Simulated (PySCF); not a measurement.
## Partial charges of `C=C([SiH3])OCC#N`

Compound: C₄H₇NOSi.
Geometry (GFN2-xTB, Å), atoms numbered from 1 in this order:
```xyz
14
C4H7NOSi angstrom
C     -0.977    0.302   -1.358
C     -0.675    0.049   -0.091
Si    -1.901   -0.163    1.339
O      0.585   -0.107    0.417
C      1.679    0.009   -0.470
C      2.911   -0.188    0.264
N      3.889   -0.342    0.832
H     -0.257    0.419   -2.153
H     -2.008    0.404   -1.642
H     -1.715   -1.502    1.896
H     -3.251    0.002    0.800
H     -1.604    0.858    2.342
H      1.620   -0.751   -1.266
H      1.703    1.008   -0.934
```

Density: PBE0/pcSseg-1 (PySCF); schemes: Mulliken, IAO, Hirshfeld and ESP-fitted. Isolated species at its GFN2-xTB geometry (one conformer only).

Problem. Which atoms carry the highest charge in the Mulliken, IAO, Hirshfeld and ESP-fitted schemes?

Solution. The schemes don't all agree: Mulliken Si3 (+0.571); IAO Si3 (+0.624); Hirshfeld Si3 (+0.318); ESP-fitted C6 (+0.329).

Problem. At which atom do the 4 schemes differ most?

Solution. At C1: from -0.530 (ESP-fitted) to -0.141 e (Hirshfeld), 0.389 e apart.

Problem. Give the atomic charges in each scheme.

Solution. In e:

```tsv
atom	environment	Mulliken	IAO	Hirshfeld	ESP-fitted
C1	terminal =CH2 carbon	-0.210	-0.404	-0.141	-0.530
C2	vinylic carbon bearing oxygen	-0.142	-0.058	-0.016	+0.099
Si3	SiH3 silicon	+0.571	+0.624	+0.318	+0.310
O4	ether oxygen	-0.479	-0.324	-0.099	-0.224
C5	sp3 carbon bound to oxygen	+0.090	-0.091	+0.039	-0.003
C6	nitrile carbon	+0.066	+0.148	+0.086	+0.329
N7	nitrile nitrogen	-0.228	-0.216	-0.204	-0.424
H8	vinylic hydrogen	+0.126	+0.147	+0.043	+0.186
H9	vinylic hydrogen	+0.130	+0.167	+0.049	+0.202
H10	Si–H hydrogen	-0.074	-0.108	-0.068	-0.063
H11	Si–H hydrogen	-0.099	-0.119	-0.070	-0.067
H12	Si–H hydrogen	-0.074	-0.108	-0.068	-0.062
H13	methylene hydrogen	+0.163	+0.171	+0.066	+0.125
H14	methylene hydrogen	+0.163	+0.171	+0.066	+0.123
```

Mean size of the charges over all atoms: IAO 0.204 e, ESP-fitted 0.196 e, Mulliken 0.187 e, Hirshfeld 0.095 e. Each set sums to the total charge, 0, to within 0.001 e. The Hirshfeld scheme weights the molecular density at each point by an atom's share of the summed free-atom densities. The Mulliken scheme gives each basis function's population to the atom it is centred on and halves the overlap population of two atoms between them.

Problem. Sum the charges by element, for elements with more than one atom.

Solution. 
```csv
element,atoms,Mulliken,IAO,Hirshfeld,ESP-fitted
C,4,-0.197,-0.405,-0.032,-0.105
H,7,+0.333,+0.320,+0.017,+0.444
```

Problem. How closely do the schemes follow one another over all atoms?

Solution. Correlation coefficient and root-mean-square difference: IAO with Hirshfeld 0.94, 0.143 e; Mulliken with IAO 0.93, 0.091 e; Mulliken with Hirshfeld 0.90, 0.138 e; IAO with ESP-fitted 0.86, 0.133 e; Hirshfeld with ESP-fitted 0.85, 0.156 e; Mulliken with ESP-fitted 0.74, 0.174 e.

Problem. How many electrons does the Mulliken scheme count on O4?

Solution. Z − q = 8 − (-0.479) = 8.479.

These values come from a run that also computed NMR shieldings. On Arm Neoverse V1, one thread, shared host with 64 logical CPUs at a one-minute load of 32, this took 28 s of wall time (grids of density and orbitals included) and 0.73 GiB of memory at its peak.
